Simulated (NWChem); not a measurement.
System: C₃H₇O₂, doublet; SMILES C[C](O)CO

Here is an NWChem input.

```
start job
memory heap 200 mb stack 900 mb global 1100 mb
geometry units angstroms noautoz
  C     -1.273860    -1.106004     0.097599
  C      0.046543    -0.537511    -0.272132
  O      1.081227    -1.067702     0.452943
  C      0.185154     0.887372    -0.683959
  O     -0.106533     1.809774     0.351906
  H     -1.629019    -0.726524     1.076221
  H     -2.035459    -0.840431    -0.649876
  H     -1.216336    -2.202488     0.171660
  H      1.910481    -0.710799     0.112884
  H     -0.517327     1.113698    -1.500677
  H      1.207828     1.055171    -1.090097
  H      0.402722     1.540496     1.124612
end
basis spherical
  * library def2-svp
end
dft
  odft
  mult 2
  xc xtpss03 ctpss03
  iterations 150
  grid xfine
end
task dft gradient
```

Parts of the log:

```
             Northwest Computational Chemistry Package (NWChem) 7.3.0
             --------------------------------------------------------

 C1  symmetry detected

                             Geometry "geometry" -> ""
                             -------------------------

 Output coordinates in angstroms (scale by  1.889725989 to convert to a.u.)

  No.       Tag          Charge          X              Y              Z
 ---- ---------------- ---------- -------------- -------------- --------------
    1 C                    6.0000    -1.21122371    -1.17503308     0.13755568
    2 C                    6.0000     0.04238242    -0.53017213    -0.32717588
    3 O                    8.0000     1.16572928    -1.06447655     0.24729591
    4 C                    6.0000     0.08844856     0.92321273    -0.65068232
    5 O                    8.0000    -0.12170494     1.76270443     0.47182035
    6 H                    1.0000    -1.47238334    -0.87564121     1.17196574
    7 H                    1.0000    -2.05673149    -0.89196790    -0.50608367
    8 H                    1.0000    -1.10944113    -2.27076514     0.12845735
    9 H                    1.0000     1.94152256    -0.65250274    -0.15158307
   10 H                    1.0000    -0.70439055     1.17411728    -1.37192039
   11 H                    1.0000     1.05572465     1.15887312    -1.14848533
   12 H                    1.0000     0.47586093     1.46401852     1.16653440

 Effective nuclear repulsion energy (a.u.)     185.2278920557

                                 NWChem DFT Module
                                 -----------------

 Summary of "ao basis" -> "ao basis" (spherical)
 ------------------------------------------------------------------------------
       Tag                 Description            Shells   Functions and Types
 ---------------- ------------------------------  ------  ---------------------
 C                          def2-svp                 6       14   3s2p1d
 O                          def2-svp                 6       14   3s2p1d
 H                          def2-svp                 3        5   2s1p

            General Information
            -------------------
          SCF calculation type: DFT
          Wavefunction type:  spin polarized.
          No. of atoms     :    12
          No. of electrons :    41
           Alpha electrons :    21
            Beta electrons :    20
          Charge           :     0
          Spin multiplicity:     2
          Use of symmetry is: off; symmetry adaption is: off
          Maximum number of iterations: 150
          AO basis - number of functions:   105
                     number of shells:    51
          Convergence on energy requested:  1.00D-06
          Convergence on density requested:  1.00D-05
          Convergence on gradient requested:  5.00D-04

              XC Information
              --------------
                  TPSS metaGGA Exchange Functional  1.000
             TPSS03 metaGGA Correlation Functional  1.000

             Grid Information
             ----------------
          Grid used for XC integration:  xfine
          Radial quadrature: Mura-Knowles
          Angular quadrature: Lebedev.
          Tag              B.-S. Rad. Rad. Pts. Rad. Cut. Ang. Pts.
          ---              ---------- --------- --------- ---------
          C                   0.70      100          11.0      1454
          O                   0.60      100          11.0      1454
          H                   0.35      100          12.0      1202
          Grid pruning is: on
          Number of quadrature shells:  1200
          Spatial weights used:  Erf1

      Superposition of Atomic Density Guess
      -------------------------------------

 Sum of atomic energies:        -265.75169238

      Non-variational initial energy
      ------------------------------

 Total energy =    -268.448581
 1-e energy   =    -728.150653
 2-e energy   =     274.474180
 HOMO         =      -0.097348
 LUMO         =       0.084851

   convergence    iter        energy       DeltaE   RMS-Dens  Diis-err
 ---------------- ----- ----------------- --------- --------- ---------
 d= 0,ls=0.0,diis     1   -268.6546029386 -4.54D+02  7.97D-03  1.84D-01
                                                     7.34D-03  1.75D-01
 d= 0,ls=0.0,diis     2   -268.5822318007  7.24D-02  4.69D-03  4.10D-01
                                                     4.74D-03  4.14D-01
 d= 0,ls=0.0,diis     3   -268.7408596841 -1.59D-01  1.31D-03  1.85D-02
                                                     9.19D-04  1.76D-02
 d= 0,ls=0.0,diis     4   -268.7475060796 -6.65D-03  3.95D-04  1.12D-03
                                                     3.24D-04  1.10D-03
 d= 0,ls=0.0,diis     5   -268.7478990186 -3.93D-04  1.18D-04  3.05D-04
                                                     1.12D-04  2.90D-04
  Resetting Diis
 d= 0,ls=0.0,diis     6   -268.7480193494 -1.20D-04  4.71D-05  1.85D-05
                                                     3.82D-05  1.88D-05
 d= 0,ls=0.0,diis     7   -268.7480259613 -6.61D-06  4.15D-05  4.82D-06
                                                     3.55D-05  4.25D-06
 d= 0,ls=0.0,diis     8   -268.7480226766  3.28D-06  2.63D-05  1.29D-05
                                                     2.27D-05  1.31D-05
 d= 0,ls=0.0,diis     9   -268.7480281814 -5.50D-06  3.86D-06  2.15D-07
                                                     3.40D-06  1.88D-07
 d= 0,ls=0.0,diis    10   -268.7480282601 -7.87D-08  1.92D-06  3.35D-08
                                                     2.16D-06  3.91D-08

         Total DFT energy =     -268.748028260065
      One electron energy =     -732.675459409141
           Coulomb energy =      314.819343470533
    Exchange-Corr. energy =      -36.119804377146
 Nuclear repulsion energy =      185.227892055689

 Numeric. integr. density =       41.000000054829

                    DFT Final Alpha Molecular Orbital Analysis
                    ------------------------------------------

 Vector   19  Occ=1.000000D+00  E=-2.821229D-01
              MO Center=  2.0D-01,  4.5D-01, -4.2D-02, r^2= 3.2D+00
   Bfn.  Coefficient  Atom+Function         Bfn.  Coefficient  Atom+Function
  ----- ------------  ---------------      ----- ------------  ---------------
    33      0.307847   3 O  py               60      0.257621   5 O  px
    47      0.236492   4 C  py               91      0.234663  10 H  s
    36      0.218279   3 O  py               59     -0.214516   5 O  s
    61     -0.202557   5 O  py               19     -0.181639   2 C  py
   101      0.171417  12 H  s                46     -0.167820   4 C  px

 Vector   20  Occ=1.000000D+00  E=-2.279932D-01
              MO Center=  7.3D-03,  1.4D+00,  1.9D-01, r^2= 1.7D+00
   Bfn.  Coefficient  Atom+Function         Bfn.  Coefficient  Atom+Function
  ----- ------------  ---------------      ----- ------------  ---------------
    60      0.425410   5 O  px               61      0.327880   5 O  py
    63      0.314790   5 O  px               64      0.257388   5 O  py
    96     -0.228444  11 H  s                62     -0.206367   5 O  pz
    97     -0.181833  11 H  s                65     -0.151334   5 O  pz
    19      0.132035   2 C  py               46     -0.118030   4 C  px

 Vector   21  Occ=1.000000D+00  E=-1.313882D-01
              MO Center=  1.5D-01, -5.3D-01, -2.1D-01, r^2= 2.2D+00
   Bfn.  Coefficient  Atom+Function         Bfn.  Coefficient  Atom+Function
  ----- ------------  ---------------      ----- ------------  ---------------
    20      0.491384   2 C  pz               23      0.373757   2 C  pz
    17     -0.330564   2 C  s                34     -0.289696   3 O  pz
    37     -0.258558   3 O  pz               19      0.245381   2 C  py
    72     -0.228357   6 H  s                61      0.191044   5 O  py
    33     -0.181889   3 O  py               45      0.171433   4 C  s

 Vector   22  Occ=0.000000D+00  E= 2.172523D-02
              MO Center=  1.3D+00,  8.6D-02, -8.2D-02, r^2= 5.0D+00
   Bfn.  Coefficient  Atom+Function         Bfn.  Coefficient  Atom+Function
  ----- ------------  ---------------      ----- ------------  ---------------
    87      0.921279   9 H  s                45     -0.817949   4 C  s
     3     -0.699952   1 C  s                97      0.618166  11 H  s
   102      0.537095  12 H  s                31     -0.509975   3 O  s
    77      0.386700   7 H  s                92      0.366044  10 H  s
    59     -0.284630   5 O  s                72      0.269335   6 H  s

[...]

                         DFT ENERGY GRADIENTS

    atom               coordinates                        gradient
                 x          y          z           x          y          z
   1 C      -2.288881  -2.220491   0.259943    0.003183   0.002464  -0.001291
   2 C       0.080091  -1.001880  -0.618273    0.006413  -0.002466   0.007365
   3 O       2.202909  -2.011569   0.467321   -0.003308   0.010968  -0.010339
   4 C       0.167144   1.744619  -1.229611   -0.001893   0.003377   0.010558
   5 O      -0.229989   3.331028   0.891611    0.009370  -0.012341  -0.003571
   6 H      -2.782401  -1.654722   2.214694    0.001040  -0.000560  -0.002869
   7 H      -3.886659  -1.685575  -0.956359    0.001703  -0.000717   0.001419
   8 H      -2.096540  -4.291124   0.242749   -0.000053   0.002488  -0.000126
   9 H       3.668946  -1.233051  -0.286450   -0.008604  -0.004888   0.004191
  10 H      -1.331105   2.218760  -2.592554    0.001698  -0.001081   0.000853
  11 H       1.995030   2.189953  -2.170323   -0.002849  -0.000483   0.001254
  12 H       0.899247   2.766594   2.204430   -0.006699   0.003239  -0.007445
```

Level: TPSS/def2-SVP, spin-unrestricted. All runs use the structure optimised with PBE0/def2-SVP, spin-unrestricted. No stability test was run on the SCF state.
